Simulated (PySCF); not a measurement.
Species: C7H9N.
SMILES with atom numbers: `[CH2:1]=[C:2](/[CH:3]=[CH:4]\[C:5]#[N:6])[CH2:7][CH3:8]` (hydrogens: H9, H10 on C1; H11 on C3; H12 on C4; H13, H14 on C7; H15, H16, H17 on C8)

Theory: TDDFT wB97X-D/def2-SVPD, vertical, gas phase, core orbitals frozen in the response (PySCF). Geometry: PBE0-D3(BJ)/def2-SVP, one conformer, isolated molecule. Torsions of this conformer, `[CH2:1]=[C:2](/[CH:3]=[CH:4]\[C:5]#[N:6])[CH2:7][CH3:8]`: C1–C2–C3–C4 175°, C1–C2–C7–C8 101°.

Each state is given a Gaussian of 0.25 eV full width at half maximum, with ε(max) = 2.175×10⁸ f / Δν̃ (Δν̃ the width in cm⁻¹). The width is an assumption, not a result. The curve ends short of the highest state used, and states not computed would add to its high-energy end.

```csv
E (eV),ε (L mol⁻¹ cm⁻¹)
4.72,136
4.81,1868
4.89,10479
4.98,37004
5.07,63690
5.16,53429
5.24,25000
5.33,5396
5.42,568
5.51,29
5.59,1
5.68,0
5.77,3
5.86,28
5.94,108
6.03,247
6.12,276
6.21,151
6.29,61
6.38,109
6.47,433
6.56,963
6.64,1153
6.73,786
6.82,316
6.91,300
6.99,1120
7.08,3584
7.17,6082
7.26,5321
```

(1) Locate the maxima and give the states behind the curve.

(2) On this curve, what absorbance would a 10⁻⁴ mol/L sample give at 254 nm over a 1 cm path?

(3) Does any computed singlet lie in the visible range?

Answers

(1) 243 nm (5.09 eV), ε about 65000, made up of S1 (100%); 204 nm (6.09 eV), ε about 290, made up of S2 (100%); 187 nm (6.63 eV), ε about 1200, made up of S4 (66%) and S5 (33%); 172 nm (7.20 eV), ε about 6300, made up of S7 (93%) (ε in L mol⁻¹ cm⁻¹; maxima over ε = 5, shares over 10%). The states used: S1 5.09 eV (f 0.604); S2 6.09 eV (f 0.0027); S3 6.52 eV (f 0.0003); S4 6.60 eV (f 0.0073); S5 6.68 eV (f 0.0040); S6 7.06 eV (f 0.0018); S7 7.19 eV (f 0.054); S8 7.30 eV (f 0.0051); S9 7.69 eV (f 0.0044); S10 7.86 eV (f 0.025).

(2) 254 nm is 4.881 eV, where ε is about 8900 L mol⁻¹ cm⁻¹, so A = ε c l ≈ 0.89 (Beer–Lambert, with the gas-phase spectrum and the assumed width).

(3) No computed singlet lies in the visible range (380 to 750 nm); the lowest, at 243 nm, stands 1.83 eV above its violet end (3.26 eV); a Tamm–Dancoff triplet lies at 435 nm, without intensity as long as spin–orbit coupling is left out.

The vertical ionisation energy (ΔSCF) is 9.10 eV, 1.24 eV above S10.
